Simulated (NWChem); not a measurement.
Molecule: CH4O2Si, singlet; SMILES CO[Si]O

```xyz
8

Si    -0.6348    -0.6225     0.0000
O      0.4953    -1.8405     0.0000
H      1.4188    -1.5529     0.0000
O      0.4177     0.6864     0.0000
C      0.0493     2.0390     0.0000
H      0.4585     2.5426     0.8911
H      0.4585     2.5426    -0.8911
H     -1.0476     2.1813     0.0000
```
Atoms are numbered in this order, from 1.

Computed with NWChem. Pople sets run with spherical d functions. Medium grid unless said otherwise, to which SCAN and Minnesota functionals are sensitive. Low-valent species are run as closed-shell singlets; no triplet was tried in these runs. Structure relaxed at the PBE0/def2-SVP level. Hybrids' shares of exact exchange are those that their runs print; pure functionals count as 0. The functionals differ in more than this share.

| row | share of exact exchange | highest occupied level (eV) |
|---|---|---|
| PBE/6-31G* | 0.00 | -5.74 |
| HCTH/407/6-31G* | 0.00 | -5.91 |
| B3LYP/6-31G* | 0.20 | withheld |
| PW6B95/6-31G* | 0.28 | -7.05 |
| M05-2X/6-31G* | 0.56 | -8.11 |

Fit a straight line of the last column on the one before it, predict the withheld value, and compare with the run.


1. Means of the 4 shown rows: x = 0.210, y = -6.702. Slope Σ(x − x̄)(y − ȳ)/Σ(x − x̄)² = -0.8855/0.2156 = -4.107; intercept -5.840.
2. The shown rows scatter about the line by 0.070 (root mean square); the largest residual is +0.10, at PBE/6-31G*.
3. At x = 0.20 (B3LYP/6-31G*; inside the shown range) the line gives -6.66.
4. The run gives -6.74, -0.08 from the line, 1.1 times the scatter.
